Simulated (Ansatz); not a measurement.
SnNH₇S, closed shell: at a first-order saddle point.

The input file, in.yaml:

```yaml
crystal:
  periodic: [false, false, false]
  atoms:
    - {symbol: Sn, position_ang: [-0.883719, 0.358657, -0.856971]}
    - {symbol: S, position_ang: [1.024298, 1.276831, 1.632190]}
    - {symbol: H, position_ang: [-1.727824, -0.644062, -1.976115]}
    - {symbol: H, position_ang: [-1.992429, 1.115502, 0.167568]}
    - {symbol: H, position_ang: [0.267171, 1.272960, -1.691005]}
    - {symbol: H, position_ang: [0.672434, -0.250265, 1.030849]}
    - {symbol: N, position_ang: [0.141951, -1.111631, 0.277686]}
    - {symbol: H, position_ang: [2.140089, 1.394603, 0.895059]}
    - {symbol: H, position_ang: [0.819932, -1.651229, -0.250398]}
    - {symbol: H, position_ang: [-0.461904, -1.761366, 0.771138]}
basis:
  gaussian: {orbitals: def2-TZVPP}
hamiltonian: {xc: {name: r2SCAN0}, dispersion: d4}
```

Command:

```bash
ansatz run in.yaml --threads 4 --pin off --events-out ev --progress --plain --max-ram 9574MiB
```

Output of Ansatz 0.2.0:

```
Functional definition: r2SCAN0
  name "r2SCAN0"
  cite "Bursch, Neugebauer, Ehlert & Grimme, J. Chem. Phys. 156, 134105 (2022) doi:10.1063/5.0086040"
  cite "Furness, Kaplan, Ning, Perdew & Sun, J. Phys. Chem. Lett. 11, 8208 (2020) doi:10.1021/acs.jpclett.0c02405"
  cite "Furness, Kaplan, Ning, Perdew & Sun, J. Phys. Chem. Lett. 11, 9248 (2020) doi:10.1021/acs.jpclett.0c03077"
  parent r2scan
  parameter a = 0.25
  parameter k0 = 0.174
  parameter k1 = 0.065
  parameter a1 = 4.9479
  exchange = (1 - a)*r2scan_x(k0 = k0, k1 = k1, a1 = a1) + a*exact_x
  correlation = r2scan_c
1344 factors; their error is unknown
mean field evaluation 1: about -18265.6265 eV, gradient 5.1e1 eV
mean field evaluation 2: about -18260.8552 eV, gradient 6.7e1 eV
mean field evaluation 4: about -18270.5683 eV, gradient 2.9e0 eV
mean field evaluation 8: about -18270.5880 eV, gradient 3.0e-2 eV
mean field evaluation 16: about -18270.6696 eV, gradient 4.2e-5 eV
mean field -18270.66959209 eV, -671.4347232047 hartree, gradient 4.2e-5 eV, S^2 0.000000; 0 other end points of the search recorded, 0 dependent functions left out
reference -18270.66960428 eV, -671.4347236527 hartree; 26, 26 occupied and 195, 195 virtual orbitals, 1344 factors
Total energy: -18270.72846911 eV, -671.4368868952 hartree
```

The lines “mean field evaluation” count trial sets of orbitals through the whole run, from several starts and some on an approximate energy, so they need not fall steadily or lie above the final value.

Hardware: 4 CPU threads of an Intel Xeon Platinum 8488C, shared host. Wall time about 2.8 s.
